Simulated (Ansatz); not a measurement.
Stepwise reaction of `C[Si](C)(Cl)Cl` with water, as a gas-phase model of exchange steps in deposition or etching. ΔE in kJ/mol; ΔG adds harmonic PBE0-D4 terms to CCSD(T)/CBS, at 1 bar.

Program: Ansatz. Geometries: PBE0-D4/def2-TZVP. ΔE: electronic, gas phase. CCSD(T)/CBS adds triple-zeta CCSD(T) − MP2 to the extrapolated MP2 energy (def2 sets, frozen cores). This one scheme is used for every species. DFT in def2-TZVPP. B3LYP here is the variant with VWN-RPA as its local correlation; programs differ in this. Each species was taken in one conformer, which may not be the lowest.

```tsv
step	reaction	PBE-D4	B3LYP-D4	ωB97M-V	CCSD(T)/CBS	ΔG(400 K)
1	`C[Si](C)(Cl)Cl` + H₂O → `C[Si](C)(O)Cl` + HCl	4.7	-2.7	-1.4	1.1	-6.5
2	`C[Si](C)(O)Cl` + H₂O → `C[Si](C)(O)O` + HCl	14.9	7.8	8.9	10.3	3.2
```

Problem. By hand: ΔE of the 2 steps together at CCSD(T)/CBS.

Solution. (1.1) + (10.3) = 11.4 kJ/mol, or 5.7 kJ/mol a step.

In ΔE each step is higher than the one before. ΔG lies between -6.5 and 3.2 kJ/mol a step. PBE-D4 differs from CCSD(T)/CBS by 3.6 to 4.6 kJ/mol a step. Isolated molecules leave out the surface, adducts and barriers. Largest T1 diagnostic: 0.010.
